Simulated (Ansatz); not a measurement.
Isolated molecules relaxed with PBE0-D4/def2-TZVP in Ansatz; ΔE leaves out vibrations. CCSD(T)/CBS is the MP2 limit (def2-TZVPP, def2-QZVPP) plus CCSD(T) − MP2 in def2-TZVPP, frozen cores. Functionals use def2-TZVPP. B3LYP here is the variant with VWN-RPA as its local correlation; programs differ in this. One conformer a species, not always the lowest.

Consider the cleavage of the B–Al bond: `[CH3][Al]([SiH3])[BH]O` + `[SiH3]S` → `OBS[SiH3]` + `[CH3][AlH][SiH3]`.

```tsv
level	ΔE (kJ/mol)
revPBE-D4	-111.0
B3LYP-D4	-112.2
B2PLYP	-112.5
PBE-QIDH	-114.5
PBE	-106.5
r2SCAN	-116.2
HF/def2-SVP	-119.2
HF/CBS(def2)	-112.3
```

Task: What does CCSD(T)/CBS give? (An estimate is asked.)

Result: The calculation gave: -109.0 kJ/mol. The listed levels differ from it by -2.0, -3.2, -3.5, -5.5, 2.5, -7.2, -10.2, -3.3 kJ/mol.

Largest T1 diagnostic among the species: 0.014.

The D4 term adds −3.3 kJ/mol with B3LYP and −1.3 kJ/mol with PBE0; it sums over pairs of atoms, weighted by their polarisabilities, and B3LYP, whose exchange is more repulsive, gets the larger term. Leaving LDA and LC-ωPBE aside and taking each functional with its dispersion term where it has one, the values, not all of them listed here, spread over 20.8 kJ/mol, from B97M-V to PBE-D4. LDA lies −9.0 kJ/mol from PBE without D4. At CCSD(T), def2-SVP lies −7.7 kJ/mol from the extrapolated value and def2-TZVPP +0.7 kJ/mol.
